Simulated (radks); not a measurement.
Effect of the nuclear size on the gallium ion Ga+, [Ar] 3d10 4s2. Calculated with a radial shooting solver on a logarithmic mesh with Libxc functionals: Dirac Kohn-Sham, LDA (Slater exchange, Perdew-Wang correlation), spin-unpolarised, spherical densities, finite nucleus; Fermi nuclear charge, rms radius 3.9973 fm. The rms radius is varied about that value; shifts are against it.

rms radius (fm),total energy shift (eV),density at nucleus (e/bohr^3),1s1/2 shift (meV),2s1/2 shift (meV),3s1/2 shift (meV),3p1/2 shift (meV)
3.5176,-0.0634,2.832e+04,-26.9,-2.59,-0.379,0.042
3.8774,-0.0166,2.816e+04,-7.04,-0.677,-0.099,0.011
3.9973,0,2.811e+04,0.000,0.000,0.000,0.000
4.3491,0.0513,2.797e+04,21.8,2.10,0.307,-0.034
4.7568,0.116,2.782e+04,49.2,4.74,0.693,-0.076

Slopes of the eigenvalues against <r^2> in GHz/fm^2, as finite differences over the two radii next to the reference (eigenvalue slopes, not the field-shift constants of lines): 1s1/2 1800, 2s1/2 173, 3s1/2 25.3, 3p1/2 -2.77.
